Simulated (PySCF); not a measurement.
[Eu(NH3)6]3+ at several levels of theory

Computed with PySCF 2.14.0 (density fitting, no spin-orbit coupling) at the geometry relaxed with PBE:

```xyz
25
[Eu(NH3)6]3+ (singlet in the valence; each metal's 4f electrons, 6 of them, lie in its core potential, out of spins and levels)
Eu    0.0000    0.0000    0.0000
N     0.0216    0.0285    2.5927
H     0.8363    0.5030    3.0282
H    -0.7848    0.5017    3.0447
H     0.0271   -0.9013    3.0553
N    -0.0216   -0.0285   -2.5927
H     0.7848   -0.5017   -3.0447
H    -0.8363   -0.5030   -3.0282
H    -0.0271    0.9013   -3.0553
N     2.5927   -0.0017    0.0045
H     3.0392   -0.4732    0.8151
H     3.0475   -0.4644   -0.8063
H     3.0409    0.9351    0.0108
N     0.0004    2.5924    0.0263
H     0.3947    3.0300    0.8816
H     0.5361    3.0552   -0.7336
H    -0.9333    3.0409   -0.0481
N    -2.5927    0.0017   -0.0045
H    -3.0475    0.4644    0.8063
H    -3.0392    0.4732   -0.8151
H    -3.0409   -0.9351   -0.0108
N    -0.0004   -2.5924   -0.0263
H    -0.5361   -3.0552    0.7336
H    -0.3947   -3.0300   -0.8816
H     0.9333   -3.0409    0.0481
```

| level | basis | state | HOMO (eV) | gap (eV) | charge on Eu1 (e) | population of f-type functions on Eu1 (polarisation alone where 4f lies in the core) | dipole about the centre of mass (D) | largest force component (eV/Å) |
| --- | --- | --- | --- | --- | --- | --- | --- | --- |
| PBE | Eu lcecp-1-SVP with ECP52, N def2-SVP, H def2-SVP | singlet | -19.51 | 5.94 | 1.08 | 0.04 | 0.00 | 0.00 |
| TPSS | the same | singlet | -19.67 | 6.31 | 1.22 | 0.04 | 0.00 | 0.18 |
| M06-L | the same | singlet | -19.96 | 6.80 | 1.50 | 0.04 | 0.00 | 0.40 |
| PBE0 | the same | singlet | -21.11 | 8.48 | 1.30 | 0.04 | 0.00 | 0.42 |
| PBE | Eu lcecp-1-TZVP with ECP52, N def2-TZVP, H def2-TZVP | singlet | -19.54 | 5.96 | 1.76 | 0.06 | 0.00 | 0.41 |

In the lcecp rows the 4f levels are missing from HOMO and gap, and the state counts the valence alone.

Charges are Mulliken's, which hang on the basis. The relaxation used the grid (50, 194), these runs (75, 302) or, all-electron (x2c bases, spin-free X2C Hamiltonian), (99, 590).

Question: What does B3LYP with Eu lcecp-1-SVP with ECP52, N def2-SVP, H def2-SVP give here?

Answer: state singlet, HOMO (eV) -20.83, gap (eV) 7.93, charge on Eu1 (e) 1.22, population of f-type functions on Eu1 (polarisation alone where 4f lies in the core) 0.04, dipole about the centre of mass (D) 0.00, largest force component (eV/Å) 0.42. Time: 48 s on 4 threads of AMD EPYC 7R43 64-Core Processor (Zen 3), with other jobs on the host, from an already converged density.

In the first row's basis the gap widens with exact exchange: 5.9 to 6.8 eV for PBE, TPSS, M06-L (none); 7.9 to 8.5 eV for B3LYP, PBE0 (a fixed share).

No frequency check is given that shows the relaxed geometry to be a minimum. An lcecp potential fixes the number of 4f electrons, so in runs with it no electron can move into or out of that shell.
